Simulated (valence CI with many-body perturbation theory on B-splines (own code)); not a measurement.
The numbers below are computed, except where a source is named.
**La LII: what each term of the Hamiltonian does**

Level of theory: configuration interaction combined with many-body perturbation theory (CI+MBPT): four valence electrons over a frozen Dirac-Fock core [He], a basis of 11 s, 11 p, 9 d, 7 f, 5 g, 2 h, 1 i functions for each j, with the one-electron correlation potential Σ1 (screened to all orders), the two-electron term Σ2, the three-electron term Σ3, Breit, model QED; selected single and double excitations, second order for the rest (own B-spline code, finite nucleus).

The last digits are not significant, and no measured levels were compared; by estimate large intervals hold to a few tenths of a per cent, small ones and those within an open d or f shell to about a per cent. Among the levels kept, up to 270 cm⁻¹ of a level comes from second order outside the variational space, and about a tenth of that is noise between levels of different J, which matters for small intervals.

Each rung adds one term. CI alone is the Dirac-Coulomb CI over the frozen core; QED comes last and gives the full result, which names the levels. Energies are above (2s^2 2p1/2^2) J=0 on the same rung, in eV.

Levels are named by their leading jj configuration (3d3/2^4 stands for four electrons in 3d with j = 3/2), which in mixed levels can hold well under half, so a name can repeat and another be missing. Letters in brackets count levels of one name in rising energy.

```
                     Level  CI alone    + Σ1    + Σ2    + Σ3  + Breit    Full
    (2s^2 2p1/2 2p3/2) J=1     432.5   432.6   432.6   432.6    425.1   425.9
    (2s^2 2p1/2 2p3/2) J=2     452.4   452.6   452.5   452.5    441.4   442.2
    (2s 2p1/2^2 2p3/2) J=2     636.7   636.6   636.4   636.3    633.7   627.3
    (2s 2p1/2^2 2p3/2) J=1     700.1   700.0   699.6   699.5    698.2   691.8
        (2s^2 2p3/2^2) J=2     896.8   897.0   897.0   896.9    880.4   881.9
        (2s^2 2p3/2^2) J=0     936.5   936.7   936.8   936.7    924.0   925.5
(2s 2p1/2 2p3/2^2) J=2 [a]    1049.5  1049.5  1049.3  1049.3   1040.4  1034.8
    (2s 2p1/2 2p3/2^2) J=3    1091.8  1091.8  1091.6  1091.6   1077.3  1071.6
    (2s 2p1/2 2p3/2^2) J=0    1124.1  1124.0  1123.9  1123.9   1117.7  1112.0
(2s 2p1/2 2p3/2^2) J=1 [a]    1142.7  1142.7  1142.3  1142.2   1133.8  1128.1
(2s 2p1/2 2p3/2^2) J=2 [b]    1156.5  1156.5  1156.1  1156.0   1144.0  1138.3
(2s 2p1/2 2p3/2^2) J=1 [b]    1155.8  1155.7  1155.5  1155.4   1147.3  1141.7
     (2p1/2^2 2p3/2^2) J=2    1370.8  1370.6  1370.0  1369.8   1366.6  1353.8
     (2p1/2^2 2p3/2^2) J=0    1413.9  1413.6  1413.1  1412.9   1413.7  1401.0
          (2s 2p3/2^3) J=2    1558.8  1558.8  1558.7  1558.6   1542.3  1537.4
          (2s 2p3/2^3) J=1    1619.3  1619.4  1619.1  1618.9   1603.5  1598.6
       (2p1/2 2p3/2^3) J=1    1811.2  1811.0  1810.4  1810.3   1802.1  1790.0
       (2p1/2 2p3/2^3) J=2    1831.5  1831.3  1830.8  1830.7   1819.0  1806.8
             (2p3/2^4) J=0    2293.3  2293.3  2292.8  2292.6   2278.1  2266.7
```

Task: How does the ionisation energy move along the ladder, and which term matters most?

Result: CI alone 10153, + Σ1 10153, + Σ2 10153, + Σ3 10153, + Breit 10137, + QED 10137 eV. The largest step is Breit, -16 eV. NIST lists 10136 ± 4 eV (theoretical).
